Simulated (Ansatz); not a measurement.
```yaml
crystal:
  periodic: [false, false, false]
  atoms:
    - {symbol: Ga, position_ang: [-1.142604, 0.318390, -0.884159]}
    - {symbol: O, position_ang: [0.546224, 0.767475, -0.518390]}
    - {symbol: Sb, position_ang: [1.878076, -0.087267, 0.628878]}
    - {symbol: H, position_ang: [-1.667926, -1.013186, -0.251293]}
    - {symbol: H, position_ang: [-1.885983, 1.322167, -1.817659]}
    - {symbol: H, position_ang: [1.143554, 0.331420, 2.130419]}
    - {symbol: H, position_ang: [1.128647, -1.638999, 0.712204]}
basis:
  gaussian: {orbitals: def2-TZVPD, final_grid: {core_spheres: 5, valence_spheres: 4, degree: 11}}
total_charge: -1
magnetization: {spin_polarized: true, initial_magnetization: 2}
hamiltonian: {xc: {name: B2GP-PLYP}, pseudopotentials: {relativity: none}}
```

```sh
$ ansatz run in.yaml --threads 2 --pin off --events-out ev --progress --plain --max-ram 4352MiB
```

Output, abridged:

```
Error: a molecule whose nuclei and cores have a total charge of 66 cannot have a net charge of -1 together with 2 unpaired electrons
```

Task: Something in this input is off. What?

Result: The number of unpaired electrons doesn't fit the electron count. The input was rejected before any iteration.
